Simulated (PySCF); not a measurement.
Computed Raman spectrum (relative Raman activity) of a molecule C4H6F2. Geometry optimised at PBE0-D3(BJ)/def2-SVP. One conformer was computed; it need not be the lowest. These are PBE0-D3(BJ)/def2-SVP run with PySCF 2.14.0 values and carry that method's errors. Frequencies are harmonic and unscaled.

Lines under 2 % of the strongest are left out, and lines within 2 cm⁻¹ are merged.

```
ν (cm⁻¹)  relative intensity
--------  ------------------
936                      5.8
986                      5.8
1079                     2.5
1106                     3.5
1141                     3.3
1221                     2.4
1279                     4.5
1408                     7.7
1430                     3.2
1483                     4.3
3088                      26
3093                      93
3102                     100
3176                      39
3179                      31
```

**Question.** Which structure fits?
A) C=CC(C)(F)F
B) C/C=C/C(F)F
C) CC(C)=C(F)F
D) F[C@H]1C[C@@H](F)C1

**Answer.** D, F[C@H]1C[C@@H](F)C1
